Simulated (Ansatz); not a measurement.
C2H6AlO (`[CH2][Al]([CH3])[OH]`) radical, relaxed with UKS PBE0-D4/def2-TZVP in Ansatz 0.2.0 from a PBE-D4/def2-SVP geometry. The force threshold is 0.005 eV/Å; the program also tests the step.

The species carries charge 0 and has multiplicity 2.

Start:

```xyz
10

C     0.777   -1.731    0.193
Al    0.236    0.075   -0.280
C    -1.171    1.070    0.643
O     0.997    0.895   -1.598
H     1.556   -2.325   -0.324
H     0.332   -2.299    1.034
H    -1.232    0.819    1.723
H    -1.021    2.165    0.549
H    -2.165    0.839    0.203
H     1.691    0.492   -2.142
```

How much energy does the relaxation release, and in how many steps? (Best estimate.)

Ansatz gave: 1.00 kcal/mol, in 35 steps, 9 of them rejected.

Which bonds change most? (An estimate is asked.)

Computed: Al2–O4 from 1.729 to 1.703 Å; C1–H5 from 1.108 to 1.089 Å; C1–H6 from 1.108 to 1.090 Å; C3–H8 from 1.109 to 1.092 Å.

Give the relaxed structure. (Best estimate.)

The calculation gave: 
```xyz
10

C     0.709   -1.734    0.134
Al    0.243    0.090   -0.280
C    -1.166    1.064    0.636
O     1.089    0.916   -1.505
H     1.492   -2.306   -0.363
H     0.213   -2.323    0.904
H    -0.989    1.102    1.716
H    -1.249    2.091    0.273
H    -2.138    0.580    0.497
H     1.796    0.522   -2.012
```
